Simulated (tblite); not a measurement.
C3H10FNSi3.
Cartesian coordinates in Å at the GFN2-xTB level; atoms count from 1:
```
atom  x, y, z in Å
N1     4.6239    0.3187   -0.1507
C2     3.5985   -0.1738   -0.0144
Si3    1.9179   -0.9666    0.2030
C4     0.6742    0.4311   -0.1644
C5    -0.7782   -0.0312   -0.3745
Si6   -1.8200    1.4231   -1.0444
Si7   -1.5624   -0.8027    1.1694
F8    -0.8223   -2.2108    1.4673
H9     1.8777   -1.4531    1.5810
H10    1.8385   -2.0300   -0.8031
H11    0.7050    1.1685    0.6425
H12    1.0123    0.9611   -1.0616
H13   -0.7753   -0.8037   -1.1526
H14   -1.8016    2.5063   -0.0596
H15   -1.2199    1.8862   -2.2982
H16   -3.1956    0.9855   -1.2824
H17   -2.9491   -1.1856    0.9583
H18   -1.3321   -0.0166    2.3728
```

Level: GFN2-xTB in tblite, geometry and Hessian alike; calculated harmonic values, unscaled, isolated species. Against measured fundamentals such values can be off by several per cent, at times by over 20. Modes of hydrogen on silicon can be 10 to 20 % off. One conformer, not necessarily the lowest.

Harmonic wavenumbers (cm⁻¹): 33.1, 46.7, 65.5, 80.4, 117.6, 125.3, 178.3, 187.7, 260.6, 265.0, 279.5, 330.2, 454.0, 492.8, 515.1, 544.8, 578.8, 588.4, 619.5, 662.8, 710.4, 720.1, 746.1, 752.3, 758.7, 775.4, 779.1, 786.3, 795.7, 800.2, 860.4, 1059.2, 1088.7, 1115.2, 1255.7, 1289.9, 1479.6, 2245.8, 2254.4, 2261.9, 2269.0, 2282.7, 2324.2, 2347.3, 2355.2, 2900.1, 2920.2, 2953.6.

A = 1514, B = 636.7, C = 468.2 MHz; mass 163.011 u (most abundant isotopes); point group C1, symmetry number 1.

**Question.** What is the zero-point energy?

**Answer.** ½Σν̃ = 24657 cm⁻¹ = 70.50 kcal/mol.

**Question.** What is S at 400 K and 1 bar for an ideal gas of classical rigid rotors and harmonic oscillators?

**Answer.** Translation 42.66, rotation 31.82, vibration 56.04: S = 130.5 cal/(mol K).

**Question.** And Cp and H(400 K) − H(0)?

**Answer.** Cp = 57.69 cal/(mol K), of which vibrations give 49.74 (their classical limit is 48 R = 95.4); H(400 K) − H(0) = 14.20 kcal/mol without the zero-point energy, 11.02 from vibrations.

**Question.** Which modes carry the vibrational entropy at 400 K?

**Answer.** 33.1 cm⁻¹: 6.22; 46.7 cm⁻¹: 5.53; 65.5 cm⁻¹: 4.86; 80.4 cm⁻¹: 4.46; 117.6 cm⁻¹: 3.71; 125.3 cm⁻¹: 3.59 cal/(mol K); the other 42 give 27.67 together.

**Question.** Blend soft modes into free rotors: weight 1/[1 + (100 cm⁻¹/ν̃)⁴] for the oscillator and the rest for a rotor with moment μB/(μ + B), μ = h/(8π²ν), B = 10⁻⁴⁴ kg m². What vibrational entropy results?

**Answer.** 50.19 cal/(mol K) in place of 56.04, which changes −T·S at 400 K by +2.34 kcal/mol.

Hindered rotation and anharmonicity are outside this model. Other conformers, if any are populated, would add a mixing term that is left out. The structure is chiral; the term R ln 2 for an equal mix with its mirror image is left out.
